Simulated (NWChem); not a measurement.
Species: C$_{2}$H$_{2}$ClF; SMILES C=C(F)Cl

```xyz
6

C     -1.1853     1.1513     0.0000
C     -0.0593     0.4490     0.0000
F      1.1354     1.0073     0.0000
Cl     0.0303    -1.2661     0.0000
H     -2.1513     0.6508     0.0000
H     -1.1322     2.2406     0.0000
```
Atoms are numbered in this order, from 1.

Level: PBE0/def2-SVP (NWChem), optimised geometry, unscaled harmonic frequencies. 

| frequency (cm⁻¹) | IR intensity (km/mol) |
|---|---|
| 378 | 0.2 |
| 443 | 1.0 |
| 552 | 0.5 |
| 715 | 45.0 |
| 723 | 0.1 |
| 850 | 63.1 |
| 963 | 28.4 |
| 1241 | 207.8 |
| 1379 | 9.2 |
| 1758 | 180.3 |
| 3210 | 7.1 |
| 3329 | 2.0 |

```
Item                                                                                Value
-----------------------------------------------------------------------  ----------------
zero-point energy                                                           22.2 kcal/mol
thermal correction to the enthalpy at 298.15 K (with zero-point energy)     25.3 kcal/mol
heat capacity Cv                                                         12.9 cal/(mol K)
entropy at 298.15 K and 1 atm (symmetry number 1)                        67.3 cal/(mol K)
dipole moment                                                                      1.15 D
```

Rigid rotor and harmonic oscillator.
